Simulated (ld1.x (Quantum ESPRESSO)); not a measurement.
# u(r) = r·R(r): atom against pseudo-atom (phosphorus)

Columns: radius, all-electron u(r) and pseudo u(r) of the 3p shell (level -5.51 eV) of phosphorus in the configuration [Ne] 3s2 3p3; PBE, scalar-relativistic, TM scheme, ld1.x (Quantum ESPRESSO) 7.5.

```
r (bohr)  all-electron   pseudo
   0.093        0.1188  -0.0046
   0.185        0.2484  -0.0179
   0.278        0.2965  -0.0401
   0.370        0.2710  -0.0702
   0.463        0.1975  -0.1080
   0.555        0.0997  -0.1519
   0.648       -0.0089  -0.2018
   0.740       -0.1160  -0.2553
   0.833       -0.2180  -0.3121
   0.925       -0.3095  -0.3692
   1.018       -0.3910  -0.4260
   1.110       -0.4605  -0.4794
   1.203       -0.5200  -0.5289
   1.295       -0.5683  -0.5719
   1.388       -0.6072  -0.6083
   1.480       -0.6365  -0.6367
   1.573       -0.6577  -0.6577
   1.665       -0.6713  -0.6713
   1.758       -0.6787  -0.6787
   1.850       -0.6804  -0.6804
   1.943       -0.6773  -0.6773
   2.035       -0.6704  -0.6704
   2.128       -0.6601  -0.6601
   2.220       -0.6472  -0.6472
   2.313       -0.6320  -0.6320
   2.405       -0.6153  -0.6153
```

(1) How many radial nodes do the two functions have?

(2) At about which radius was the pseudo-wave matched?

(3) Is the pseudo-wave norm-conserving?

Answers

(1) The all-electron 3p function has n − l − 1 = 1; the pseudo-wave has 0, since the states of the same l below it are removed with the core.

(2) 1.85 bohr. The columns agree to 0.0005 from 1.48 bohr on; several derivatives are matched, so the curves merge somewhat inside the radius.

(3) Yes: the TM scheme keeps the norm inside the radius equal to the all-electron one, which fixes the energy derivative of the logarithmic derivative at the level.
